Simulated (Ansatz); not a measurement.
`C=C[CH2][AlH][F]`, relaxed with RKS PBE-D4/def2-SVP in the Gaussian-basis code of Ansatz from a rough embedded geometry. The force threshold is 0.03 eV/Å; the program also tests the step.

Total charge 0; spin multiplicity 1.

Start:

```xyz
11

C     0.255    1.667   -0.366
C     0.888    0.568   -0.326
C     0.509   -0.480    0.651
Al   -1.189   -1.535    0.066
F    -2.022   -0.936   -1.410
H    -0.627    1.927    0.276
H     0.521    2.467   -1.087
H     1.697    0.372   -0.990
H     1.316   -1.277    0.645
H     0.366   -0.096    1.637
H    -1.716   -2.677    0.904
```

(1) How much energy does the relaxation release, and in how many steps? (An estimate is asked.)

(2) Which bonds change most? (An estimate is asked.)

(3) Give the relaxed structure. (Best estimate.)

Results:

(1) Ansatz gave: 90.43 kJ/mol, in 32 steps.

(2) Ansatz gave: C2–Al4 from 2.982 to 2.203 Å; C1–C2 from 1.270 to 1.380 Å; Al4–F5 from 1.797 to 1.689 Å; Al4–H11 from 1.511 to 1.583 Å.

(3) Ansatz gave: 
```xyz
11

C    -0.171    1.415   -0.199
C     0.773    0.412   -0.291
C     0.912   -0.702    0.657
Al   -0.949   -0.945   -0.079
F    -1.158   -1.728   -1.561
H    -0.687    1.638    0.750
H    -0.332    2.116   -1.031
H     1.281    0.294   -1.267
H     1.732   -1.410    0.458
H     0.804   -0.443    1.727
H    -2.205   -0.645    0.837
```
